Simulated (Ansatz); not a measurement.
A run of Ansatz (development build ahead of 0.2.0) on triplet Be4 at this shape:

```yaml
atoms:
  - { symbol: Be, position_ang: [1.4846, 0.0009, 0.0004] }
  - { symbol: Be, position_ang: [-0.0004, 1.4853, -0.0008] }
  - { symbol: Be, position_ang: [-1.4844, -0.0005, 0.0006] }
  - { symbol: Be, position_ang: [0.0004, -1.4857, 0.0005] }
```

Its results:

```yaml
Converged: yes
Total_energy: -58.30527 hartree
```

Forces (eV/Å):
```csv
atom,Fx,Fy,Fz
Be1,-0.211,-0.001,0.000
Be2,-0.002,-0.214,0.000
Be3,0.212,0.003,0.000
Be4,0.001,0.212,0.000
```

Which input gives this output? Name the method, the orbitals and the basis set, and write the input.

UHF in 6-31G.

```yaml
crystal:
  periodic: [false, false, false]
  atoms:
    - { symbol: Be, position_ang: [1.4846, 0.00087, 0.00037] }
    - { symbol: Be, position_ang: [-0.00036, 1.48532, -0.00085] }
    - { symbol: Be, position_ang: [-1.48435, -0.00054, 0.00061] }
    - { symbol: Be, position_ang: [0.00043, -1.48567, 0.00051] }
basis:
  gaussian: { orbitals: "6-31G" }
magnetization:
  spin_polarized: true
  initial_magnetization: 2
hamiltonian:
  xc: hf
output:
  forces: true
```
